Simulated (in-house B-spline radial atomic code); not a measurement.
Ionising C with different functionals

Computed with an all-electron radial atomic-structure program (B-spline basis): scalar-relativistic (spin-free X2C) Hamiltonian, Fermi nucleus of rms radius 2.4702 fm, spin-polarised at highest spin, spherical fractional occupations for the functionals, and exact exchange of hybrids averaged over the configuration. The ionisation energy is the difference of two self-consistent energies, [He] 2s2 2p2 → [He] 2s2 2p1, without Breit or QED terms; ε is the level of the shell that loses the electron (its least bound occupied spin orbital).

```csv
method,rung,ΔSCF (eV),-ε(2p) (eV)
PBE0,global hybrid,11.61,7.65
B3LYP,global hybrid,11.66,7.32
TPSSh,global hybrid,11.68,6.78
BHandHLYP,global hybrid,11.42,9.05
r2SCAN0,global hybrid,11.76,7.87
B97-1,global hybrid,11.48,7.24
HSE06,range-separated hybrid,11.62,7.24
wB97X,range-separated hybrid,11.52,10.16
CAM-B3LYP,range-separated hybrid,11.66,9.12
LC-wPBE,range-separated hybrid,11.79,10.71
```

Task: Among the functionals, which spreads more, the ΔSCF values or the orbital energies?

Result: The orbital energies: ΔSCF values span about 0.36 eV and the orbital energies 3.93 eV; here energy differences depend much less on the functional than eigenvalues do.

Task: How do they compare with the NIST value?

Result: NIST lists 11.260 eV (measured, ground level to ground level). Errors run from +0.16 to +0.53 eV; BHandHLYP is closest (+0.16 eV), but part of that can be cancellation, since the calculations leave out spin-orbit coupling, Breit-QED terms, multiplet and fine-structure energies.
